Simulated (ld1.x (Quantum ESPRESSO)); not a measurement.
# Configuration tests for nickel (Ni) (PAW)

```
Element                 : nickel
Generator               : ld1.x (Quantum ESPRESSO) 7.5
Type                    : PAW
Functional              : LDA (PZ)
Relativity              : scalar-relativistic
Frozen core             : [Ar]
Valence charge          : 10
Reference configuration : 3d8 4s2 4p0
Partial waves           : 4s (bound): rcut 1.75, rcutus 1.90 bohr; 4s channel at 1.15 Ry: rcut 1.75, rcutus 1.90 bohr; 4p (bound, empty): rcut 2.10, rcutus 2.65 bohr; 4p channel at 3.15 Ry: rcut 2.10, rcutus 2.65 bohr; 3d (bound): rcut 1.15, rcutus 1.30 bohr; 3d channel at 4.05 Ry: rcut 1.15, rcutus 1.30 bohr
Local potential         : all-electron potential smoothed inside 2.30 bohr (lloc = -1)
Core correction         : a·sin(br)/r model core inside 1.10 bohr
Augmentation charge     : BESSEL, radius 1.30 bohr
```

Energies are relative to the spin-unpolarised reference configuration 3d8 4s2 4p0; without spin polarisation the order of configurations can differ from experiment. Spin-polarised rows fill each open shell by Hund’s rule, majority spin first.

```tsv
valence configuration	charge	ΔE all-electron (eV)	error AE − PS (meV)
3d8 4s0 4p0	+2	27.260	-9.6
3d7 4s0 4p0	+3	65.058	-213
3d7 4s2 4p1	0	10.656	-127
3d8.5 4s1.5 4p0	0	-1.201	-19
3d9 4s0 4p0	+1	6.563	-94
3d8 4s2 4p0 (spin-polarised)	0	-0.912	-4.4
3d8 4s1 4p0 (spin-polarised)	+1	8.231	-5.1
```

(1) What are ΔE and the potential's error for 3d8 4s1 4p0?

(2) What are ΔE and the potential's error for 3d6 4s0 4p0?

Answers

(1) ΔE = 9.601 eV all-electron; the error (AE − PS) is -2.2 meV.

(2) ΔE = 122.925 eV all-electron; the error (AE − PS) is -1221 meV.
